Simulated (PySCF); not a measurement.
Constitutional and geometric isomers with formula H6B3N. Gas-phase values, no solvent. One relaxed conformer stands for each flexible species; it need not be the lowest. Strings in code marks are SMILES.

Quantity: vertical ionisation energy (energy after one electron is removed minus that of the parent at the parent's geometry), in eV.

Level 1: B3LYP/6-31G* // B3LYP-D3(BJ)/def2-TZVP (PySCF)
Level 2: PBE/6-31G* // B3LYP-D3(BJ)/def2-TZVP (PySCF)
Level 3: minus the HOMO energy of B3LYP-D3(BJ)/def2-TZVP (PySCF)
Level 4: minus the HOMO energy of HF/6-31G* // B3LYP-D3(BJ)/def2-TZVP (PySCF)

| species | level 2 | level 3 | level 4 |
|---|---|---|---|
| `BBBN` | 9.25 | 7.45 | 10.61 |
| `BB(B)N` | 9.10 | 7.14 | 10.17 |
| `BBNB` | 10.09 | 8.06 | 11.43 |

**Question.** What does level 1 give for each, and how far do the other levels lie from it on average?

**Answer.** 
- `BBBN`: 9.57
- `BB(B)N`: 9.32
- `BBNB`: 10.47
Mean absolute difference from level 1, which has limits of its own, over these rows (drawn at random from the members that have all these levels): level 2 0.303 eV, level 3 2.24 eV, level 4 0.95 eV.
